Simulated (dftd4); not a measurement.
water (H2O), singlet, at a GFN2-xTB geometry; D4 for revpbe in dftd4.

The dftd4 input:
```
$ dftd4 mol.xyz --func revpbe --charge 0 --json dftd4.json --noedisp --property

# file mol.xyz
3

O      0.00956971     0.00206403     0.11338892
H     -0.05579359     0.76362201    -0.46612807
H     -0.02076411    -0.78013425    -0.44098332
```

What the program printed (banner, timings and long lists left out):

```
                    ____  _____ _____     ____  _  _
      -------------|  _ \|  ___|_   _|---|  _ \| || |------------
     |             | | | | |_    | | ___ | | | | || |_           |
     |             | |_| |  _|   | ||___|| |_| |__   _|          |
     |             |____/|_|     |_|     |____/   |_|            |
     |             ===================================           |
     |            E. Caldeweyher, S. Ehlert & S. Grimme          |
     |          Mulliken Center for Theoretical Chemistry        |
     |                    University of Bonn                     |
      -----------------------------------------------------------

Rational (Becke-Johnson) damping: revpbe-D4-ATM
---------------------
  s6         1.0000
  s8         1.7468
  s9         1.0000
  a1         0.5363
  a2         3.0726
 alp        16.0000
--------------------

Atomic data, radii in Ångström:
------------------------------------------------------
   Z          R(cov)      r4/r2   hardness         EN
------------------------------------------------------
   8 O        0.8400     1.3725     0.5869     3.4400
   1 H        0.4267     1.0622     0.4726     2.2000
------------------------------------------------------

Atomic reference systems (in atomic units):
----------------------------------------------------------------------------
   Z        #      CN     q+Z       C6(AA)   #      CN     q+Z       C6(AA)
----------------------------------------------------------------------------
   8 O      1  0.0000  8.0000      15.5711   2  0.8042  7.6453      20.8489
            3  1.6112  7.4012      24.8631   4  0.9798  8.0000      14.9880
   1 H      1  0.0000  1.0000       7.6362   2  0.8942  1.0000       3.0374
----------------------------------------------------------------------------

Atomic properties (in atomic units):
----------------------------------------------------------------------------
     #    Z              CN          q      C6(AA)        C8(AA)   alpha(0)
----------------------------------------------------------------------------
     1    8 O        1.6109    -0.6016     25.0377      505.2745     6.7668
     2    1 H        0.8054     0.3008      0.7184        8.6848     1.3313
     3    1 H        0.8054     0.3008      0.7184        8.6848     1.3313
----------------------------------------------------------------------------

Molecular properties (in atomic units):
----------------------------------------
 molecular C6                  44.5681
 molecular C8                 800.1711
----------------------------------------

Dispersion energy:      -9.4411690512965E-04 Eh

[Info] JSON dump of results written to 'dftd4.json'
```
